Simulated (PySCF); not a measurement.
An unknown shows these calculated signals:

¹H NMR (300 MHz, computed): δ 9.08 (br s, 1H), 7.37 (m, 1H), 7.33 (m, 1H), 1.27 (s, 9H).

¹³C{¹H} NMR (computed): δ 139.4 (CH), 137.1 (C), 127.5 (CH), 34.0 (CH3), 30.0 (C).

Computed data (PySCF 2.14): structure optimised with PBE0-D3(BJ)/def2-SVP, PBE0/pcSseg-1 with gauge-including orbitals. In vacuum, rapidly exchanging positions averaged, non-relativistic, one conformer.

References, each an isolated molecule treated in the same way: ¹H (σref 31.27), ¹³C (σref 184.41) against TMS.

Which of these does the molecule contain: a non-aromatic C=C double bond, a Si–CH3 group, a heteroaromatic ring, a Si–H bond, a tert-butyl group, an NH or NH2 group?

Answers


- A non-aromatic C=C double bond: no.
- A Si–CH3 group: no.
- A heteroaromatic ring: yes.
- A Si–H bond: no.
- A tert-butyl group: yes (δC 34.0, 30.0; δH 1.27 (s)).
- An NH or NH2 group: yes (δH 9.08 (br s)).

The data belong to `CC(C)(C)c1cn[nH]c1`, C$_{7}$H$_{12}$N$_{2}$; they needn't prove each group on their own.

Carbon signals by region: 3 in the sp2 and nitrile region (100–160 ppm), 2 below 50 ppm.

The OH or NH signal is concentration- and solvent-dependent in practice; the value given is the gas-phase one. Shifts are as computed. Against solution values, carbons near 30 ppm lie about +2 ppm off and those near 130 ppm about +5 ppm. Of 1313 compounds with measured shifts, 239 miss one by over three times the rms of a fit or turn the order of signals round; such compounds aren't used in these exercises. No couplings were computed; multiplicities are counted from neighbouring protons, with m where these are inequivalent, close in shift, in a saturated or five-membered ring or joined by F or P, and br s for small geminal =CH2 splittings.
